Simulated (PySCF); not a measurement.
# KSi at M06

Computed with M06; basis K x2c-SVPall, Si x2c-SVPall; spin-free X2C with a Gaussian nucleus; PySCF 2.14.

| Quantity | Value |
| --- | --- |
| state | ⁴Σ⁻ (quartet), unpaired electrons σ ↑, π ↑↑ |
| bond length | 5.703 bohr |
| harmonic wavenumber | 216 cm⁻¹ |
| force constant | 0.450 mdyn/Å |
| rotational constant Be | 0.1137 cm⁻¹ |
| anharmonicity ωexe | 0.940 cm⁻¹ |
| vibration–rotation constant αe | 0.000738 cm⁻¹ |
| well depth De to K + Si | 1.63 eV |
| dissociation energy D0 | 1.62 eV |
| bond order (Mayer) | 0.76 |
| dipole moment (positive dipole means K(−)Si(+)) | -9.48 D |

The state was picked by a PBE0 search and need not be the measured ground state.
